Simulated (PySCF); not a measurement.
Circular dichroism: SMILES C[Se]/C1=C\CCCCCC1, C9H16Se

Cartesian coordinates in Å; atom numbers follow the order of the lines, from 1:
```xyz
26

C     3.3350   -0.8193   -0.6132
Se    1.7647    0.3225   -0.7100
C     0.9671   -0.1921    0.9581
C     0.3164    0.7004    1.7219
C    -0.2475    1.9810    1.2290
C    -1.6787    1.6388    0.7477
C    -1.8167    0.3752   -0.1197
C    -1.8056   -1.0095    0.5861
C    -0.6146   -1.9534    0.3478
C     0.6653   -1.6448    1.1543
H     3.9792   -0.5263   -1.4533
H     3.0723   -1.8801   -0.7188
H     3.8702   -0.6491    0.3300
H    -0.1417    0.3044    2.6386
H    -0.2948    2.7666    2.0002
H     0.3527    2.3715    0.3898
H    -2.0770    2.5028    0.1891
H    -2.3314    1.5280    1.6321
H    -1.0556    0.3890   -0.9190
H    -2.7799    0.4697   -0.6470
H    -1.9535   -0.8748    1.6723
H    -2.7002   -1.5579    0.2485
H    -0.9284   -2.9853    0.5803
H    -0.3621   -1.9443   -0.7263
H     0.4794   -1.8321    2.2260
H     1.4767   -2.3216    0.8442
```

Method used: TDDFT CAM-B3LYP/def2-SVP circular dichroism and optical rotation, one conformer, gas phase (PySCF). Geometry: PBE0-D3(BJ)/def2-SVP.

The calculation is non-relativistic, which matters for the atoms heavier than Zn. States above about 6.9 eV (minus the energy of the highest occupied orbital) lie near or above the ionisation threshold and depend on the basis. No stereocentre is labelled: unless the shape is locked (an allene, a helicene, a hindered biaryl), the mirror image is equally populated and a measured rotation or CD is zero. Singlets 10 and 11 lie within 0.01 eV of each other, so their separate moments and overlaps can depend on how they mix.

(1) Which excitations and rotatory strengths does the calculation give?

## Answers

(1) Rotatory strengths R in 10⁻⁴⁰ esu² cm², velocity form and length form (origin at the centre of mass); f in length form.
```tsv
state	E (eV)	λ (nm)	f	R (velocity)	R (length)	main
1	4.88	254	0.041	+15.6	+16.0	HOMO→LUMO 0.68, HOMO→LUMO+1 0.22
2	5.51	225	0.048	-8.1	-1.5	HOMO→LUMO+1 0.63, HOMO→LUMO 0.25
3	6.38	194	0.026	-47.4	-52.3	HOMO→LUMO+2 0.42, HOMO−1→LUMO 0.38
4	6.41	193	0.145	-55.7	-51.4	HOMO−1→LUMO 0.51, HOMO→LUMO+2 0.26
5	7.00	177	0.011	-11.5	-10.3	HOMO→LUMO+3 0.46, HOMO−1→LUMO+1 0.25
6	7.14	174	0.038	+22.1	+21.9	HOMO−1→LUMO+1 0.50, HOMO→LUMO+3 0.27
7	7.41	167	0.068	+99.3	+106.4	HOMO−2→LUMO 0.74
8	7.56	164	0.031	-20.3	-24.7	HOMO→LUMO+6 0.37, HOMO−1→LUMO+2 0.22
9	7.88	157	0.009	-31.4	-32.6	HOMO−1→LUMO+2 0.36, HOMO→LUMO+5 0.19
10	8.00	155	0.019	-28.0	-27.1	HOMO−3→LUMO 0.53, HOMO−4→LUMO 0.17
11	8.01	155	0.003	-8.3	-10.4	HOMO→LUMO+4 0.50, HOMO→LUMO+3 0.12
12	8.10	153	0.045	+21.5	+16.5	HOMO→LUMO+5 0.52, HOMO→LUMO+6 0.11
```

Among the states computed, the strongest CD band (largest |R|) is state 7. The largest dissymmetry factor in size, g = 4R/(D+G), with D and G the electric and magnetic dipole strengths, is -0.044 for state 9 (velocity form, f = 0.008), among bands with |R| over 0.5. The mirror image has the same energies and oscillator strengths and all R with the opposite sign.
